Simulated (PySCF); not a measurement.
Ga(F)(Me)(vinyl) (C3H6FGa), SMILES C=[CH][Ga]([CH3])[F].

The structure is a stationary point at ωB97X-D3(BJ)/def2-SVP. The structure was generated by enumeration; whether it is a known compound was not checked. The values are those of a single conformer.

Vertical ionisation energy (IE) and electron affinity (EA) in eV. Rows of orbital energies are one-electron estimates. Where ΔSCF, EOM or ADC give a negative EA the extra electron is unbound and the value depends on the basis.

```json
[
 {"level": "−ε(HOMO), −ε(LUMO), r2SCAN/def2-TZVP (PySCF)", "IE": "7.03", "EA": "2.05"},
 {"level": "−ε(HOMO), −ε(LUMO), PBE/def2-TZVP (PySCF)", "IE": "6.75", "EA": "2.24"}
]
```
